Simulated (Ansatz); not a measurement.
Sr2S2⁻ was relaxed with PBE0-D4 (def2-TZVPD) in Ansatz in these states: charge -1 doublet, charge -1 quartet. The geometries follow in no particular order.

In the def2 sets Sr takes a core potential; there is no spin–orbit coupling.

A:

```xyz
4

Sr   -1.275   -0.814    1.019
Sr    1.275    0.814   -1.018
S     0.996    0.509    1.654
S    -0.996   -0.509   -1.654
```

B:

```xyz
4

Sr   -1.3636    1.3998   -0.9372
Sr    1.3680   -1.6292    0.4140
S    -1.2500   -0.8304    0.6655
S     1.2456    1.0598   -0.1424
```

Judge from the bond lengths which geometry belongs to which state (an estimate).

A is the charge -1 doublet (Sr1–Sr2 3.648 Å, Sr2–S4 2.704 Å, Sr2–S3 2.704 Å); B is the charge -1 quartet (Sr1–Sr2 4.297 Å, Sr2–S4 2.749 Å, Sr2–S3 2.749 Å).

At PBE0-D4/def2-TZVPD the highest occupied level of the charge -1 doublet lies above zero (up to 0.20 eV). By energy differences its removal costs 0.71 eV (vertical, to the charge 0 singlet, at PBE0-D4/def2-TZVPD); a positive level beside a positive removal energy at the same level points to self-interaction error. At PBE0-D4/def2-TZVPD a doublet lies 1.52 eV below the charge -1 quartet. These are the stationary points nearest to one start from a short search; other shapes may lie lower in each state.
